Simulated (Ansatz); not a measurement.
Computed with Ansatz on PBE0-D4/def2-TZVP structures; ΔE is electronic, products minus reactants. CBS: MP2 limit from def2 TZ/QZ plus the TZ coupled-cluster correction, frozen cores. Functionals use def2-TZVPP. For Ge outer-core shells are correlated without core-valence functions, which leaves a few kJ/mol of doubt a bond. Scalar relativity is left out up to krypton. One conformer a species, not always the lowest.

Reaction (redistribution): `[GeH3][SiH2][SiH2][SiH2][GeH3]` + `S[SiH2]Cl` → `Cl[SiH2][SiH2][GeH3]` + `S[SiH2][SiH2][GeH3]`

```
                         species  PBE energy (Eh)
`[GeH3][SiH2][SiH2][SiH2][GeH3]`      -5028.61602
                     `S[SiH2]Cl`      -1149.28656
          `Cl[SiH2][SiH2][GeH3]`      -3119.65461
           `S[SiH2][SiH2][GeH3]`      -3058.24287
```

Problem. Work out ΔE.

Solution. ΔE = (-3119.65461) + (-3058.24287) − (-5028.61602) − (-1149.28656) = 0.00510 Eh = +13.4 kJ/mol. CCSD(T)/CBS gives +16.3 kJ/mol.

Largest T1 diagnostic among the species: 0.013.

The D4 term adds +5.0 kJ/mol with B3LYP and +3.1 kJ/mol with PBE0; it sums over pairs of atoms, weighted by their polarisabilities, and B3LYP, whose exchange is more repulsive, gets the larger term. In def2-TZVPP, CCSD(T) changes the Hartree–Fock value by +9.6 kJ/mol (the triples alone add +1.5 kJ/mol) and MP2 by +10.9 kJ/mol.

B3LYP here is the variant with VWN-RPA as its local correlation; programs differ in this.
